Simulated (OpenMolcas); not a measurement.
In2+: terms and fine structure

| Quantity | Value |
| --- | --- |
| Program | OpenMolcas |
| Method | CASSCF |
| Basis | ANO-RCC-VQZP [8s7p5d3f2g] |
| Scalar Hamiltonian | DKH2, point nucleus |
| Active space | 1 electron in 4 orbitals (5s 5p) |
| State averaging | 2S+1 = 2 even, 1 root; 2S+1 = 2 odd, 3 roots |
| Spin-orbit coupling | RASSI with atomic mean-field integrals over the reference wave functions, term energies averaged over their components |

With spin-orbit coupling, above the lowest level:

```
Configuration  Term    J  E (cm⁻¹)  Measured (cm⁻¹)      g  Term weight %
           5s    ²S  1/2       0.0              0.0  2.002            100
           5p   ²P°  1/2     54215            57181  0.666            100
           5p   ²P°  3/2     57685            61523  1.334            100
```

Against the 2 measured excited levels shown (Moore, Atomic Energy Levels, vol. III, NSRDS-NBS 35 (1971 reprint of NBS Circular 467, 1958)) the mean absolute deviation is 3400 cm-1; the largest miss in energy is 5p ²P°_3/2: computed 57685, measured 61523 cm⁻¹ (-6.2 %).

With one active electron the reference holds no correlation, so core polarisation is missing. Measured partners are found by configuration, term and J. A level has none where our copy of the source lacks it or the pairing is in doubt (some pairs that miss far off the trend of their configuration count as doubtful), and it then counts in no deviation. Levels of configurations outside the active space are missing.

The term weight is that of the spin-free term in the level, not the purity of its configuration. ° marks odd parity.
